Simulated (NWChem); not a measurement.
BHOIF; SMILES B(I)(F)O

```xyz
5

B      0.0435    -1.3062     0.0000
F     -1.0914    -1.9904     0.0000
I     -0.0335     0.8251     0.0000
O      1.2312    -1.9215     0.0000
H      1.1527    -2.8845     0.0000
```
Atoms are numbered in this order, from 1.

Computed with NWChem. STO-3G and 3-21G are far too small for this property and stand as cheap habits. The geometry was optimised at PBE0/def2-SVP. def2 effective core potentials on I; no spin-orbit coupling. Field at 589 nm.

For level B3LYP/def2-SVP (core potentials):

```
Item                              Value
--------------------------------  -----
isotropic polarisability (bohr³)   38.1
anisotropy (bohr³)                 28.8
```

Task: How do the values read with level B3LYP/STO-3G (all-electron, non-relativistic) instead?

Result: 
| Property | Result |
|---|---|
| isotropic polarisability (bohr³) | 16.8 |
| anisotropy (bohr³) | 27.6 |
